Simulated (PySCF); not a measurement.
Ge(Cl)(OH)2(OMe) (CH5ClGeO3), SMILES C[O][Ge]([OH])([OH])[Cl]. Atoms are numbered in the order given.

```xyz
11

C      2.3738    -0.5985    -0.4874
O      1.0420    -0.8711    -0.8550
Ge    -0.3175    -0.1999     0.0272
O     -0.5152    -0.8384     1.6446
O     -1.7466    -0.6046    -0.8973
Cl     0.0052     1.9023     0.2538
H      2.6381    -1.0709     0.4749
H      3.0319    -1.0107    -1.2666
H      2.5670     0.4855    -0.4077
H     -1.0782    -1.6221     1.6459
H     -1.5719    -0.6189    -1.8459
```

Geometry optimised at PBE0-D3(BJ)/def2-SVP. The values are those of a single conformer.

Method: PBE0-D3(BJ)/def2-SVP (PySCF 2.14.0).

Frequencies are harmonic and unscaled.

| mode | ν (cm⁻¹) | IR (km/mol) | moving atoms (share of kinetic energy) |
|---|---|---|---|
| 1 | 63 | 1.9 | C 34 %, O 30 %, H 24 %, Cl 9 % |
| 2 | 107 | 7.4 | H 94 % |
| 3 | 116 | 50.5 | H 35 %, O 33 %, C 18 %, Cl 13 % |
| 4 | 146 | 14.5 | H 56 %, C 14 %, Cl 12 %, O 12 % |
| 5 | 169 | 10.9 | H 43 %, O 34 %, Cl 16 % |
| 6 | 204 | 29.4 | O 57 %, H 32 % |
| 7 | 216 | 8.7 | O 44 %, Ge 19 %, H 19 %, Cl 17 % |
| 8 | 261 | 25.0 | O 61 %, H 17 %, Ge 15 % |
| 9 | 281 | 120.1 | O 53 %, H 34 %, Ge 10 % |
| 10 | 322 | 31.6 | O 44 %, C 21 %, H 17 %, Ge 14 % |
| 11 | 438 | 80.0 | Cl 65 %, Ge 29 % |
| 12 | 657 | 72.9 | O 65 %, Ge 16 %, C 11 % |
| 13 | 749 | 94.9 | O 80 %, Ge 17 % |
| 14 | 772 | 118.9 | O 76 %, Ge 22 % |
| 15 | 902 | 92.4 | H 91 % |
| 16 | 917 | 128.7 | H 88 %, O 9 % |
| 17 | 1150 | 192.6 | O 49 %, C 40 %, H 11 % |
| 18 | 1177 | 1.1 | H 77 %, C 19 % |
| 19 | 1200 | 22.9 | H 66 %, C 20 %, O 13 % |
| 20 | 1466 | 3.4 | H 90 %, C 9 % |
| 21 | 1472 | 6.0 | H 95 % |
| 22 | 1481 | 10.2 | H 96 % |
| 23 | 3025 | 55.6 | H 97 % |
| 24 | 3111 | 25.2 | H 90 %, C 10 % |
| 25 | 3148 | 19.3 | H 90 %, C 10 % |
| 26 | 3890 | 121.5 | H 94 % |
| 27 | 3895 | 109.2 | H 94 % |
